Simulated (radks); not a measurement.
Results of a calculation; reference values are marked as such.
Neutral technetium inside a hard spherical wall (all orbitals vanish at R), configuration held at [Kr] 4d5 5s2 and not refilled when levels cross. Level of theory: scalar-relativistic Kohn-Sham, PBE, spin-unpolarised, spherical densities, point nucleus (a radial shooting solver on a logarithmic mesh with Libxc functionals). Eigenvalues in eV, with the zero of energy where the potential of the charges vanishes at infinity; a dash marks a level that is unbound or too diffuse for the functional's potential to be trusted. A positive occupied level is held by the wall or, in an anion where self-interaction has pushed it up, behind a barrier. The pressure on the wall is -dE/dV.

| R (bohr) | E (hartree) | kinetic (hartree) | e(4s) | e(4p) | e(4d) | e(5s) | e(5p, empty) | e(6s, empty) | pressure (GPa) |
|---|---|---|---|---|---|---|---|---|---|
| free | -4285.59229 | 4425.240 | -73.379 | -45.343 | -6.662 | -5.043 | -1.399 | - | 0 |
| 20 | -4285.59229 | 4425.240 | -73.379 | -45.343 | -6.662 | -5.043 | -1.399 | - | < 0.0001 |
| 10 | -4285.59179 | 4425.246 | -73.342 | -45.305 | -6.626 | -5.011 | -1.255 | 1.859 | 0.0137 |
| 7 | -4285.57645 | 4425.351 | -72.801 | -44.767 | -6.125 | -4.494 | -0.188 | 7.467 | 0.863 |
| 5 | -4285.42927 | 4426.067 | -70.300 | -42.316 | -3.877 | -1.577 | 4.303 | 23.922 | 18.5 |
| 4 | -4285.01354 | 4427.752 | -66.179 | -38.353 | -0.086 | 4.517 | 12.617 | 49.105 | 113 |
| 2.5 | -4279.75006 | 4446.581 | -43.724 | -16.296 | 25.030 | 58.638 | 77.193 | 203.76 | 4060 |
| 1.5 | -4232.00836 | 4587.072 | 55.451 | 92.094 | 152.35 | 374.53 | 407.95 | 858.21 | 149000 |
